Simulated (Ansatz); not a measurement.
Mg₇O₈. Total charge 0; triplet. Geometry r2SCAN-D4/def2-SVP, that of the neutral singlet.

```xyz
15

Mg   -0.7788    3.4576    1.8604
Mg   -1.7386    2.3595    4.3091
Mg    1.4534   -0.8102   -3.6407
Mg    1.4058   -3.6528   -3.4408
Mg    0.2188    0.8539   -0.5737
Mg    0.3861   -1.8612   -0.9171
Mg   -0.7699    0.3502    1.9337
O     0.8107   -0.1724   -2.0374
O    -0.9153   -0.7388    0.2020
O    -1.4325    3.9837    3.4875
O     1.8578   -2.3048   -4.6177
O    -0.3369    2.0234    0.7936
O    -1.4445    0.7045    3.6213
O     0.5449   -0.7219    0.7809
O     0.7390   -3.4709   -1.7612
```

The structure holds one bond between oxygen atoms, so isomers without such links may lie far lower. At PBE-D4/def2-SVP, r2SCAN-D4/def2-SVP the gap within one spin of the charge 0 triplet nearly closes, so an electron or hole may be smeared out by delocalisation error. At PBE0-D4/def2-SVP a singlet of charge 0 lies 3.11 eV below the triplet at the same geometry. The structure comes from a short search, and lower isomers may exist.

(1) Estimate the α-spin orbital energies around the gap (eV) in Ansatz with PBE-D4/def2-SVP, r2SCAN-D4/def2-SVP, PBE0-D4/def2-SVP.

Answers

(1) 
```csv
orbital,PBE-D4/def2-SVP,r2SCAN-D4/def2-SVP,PBE0-D4/def2-SVP
HOMO−5,-6.37,-6.53,-7.51
HOMO−4,-6.22,-6.36,-7.33
HOMO−3,-6.02,-6.13,-6.93
HOMO−2,-6.00,-6.11,-6.43
HOMO−1,-5.81,-6.00,-6.39
HOMO,-3.02,-2.86,-3.54
LUMO,-2.92,-2.47,-1.95
LUMO+1,-2.23,-2.07,-1.81
LUMO+2,-2.17,-1.81,-1.09
LUMO+3,-2.11,-1.64,-0.69
LUMO+4,-1.09,-0.69,-0.45
LUMO+5,-0.41,-0.20,-0.01
β HOMO,-5.77,-5.75,-6.39
β LUMO,-5.77,-5.75,-5.31
```
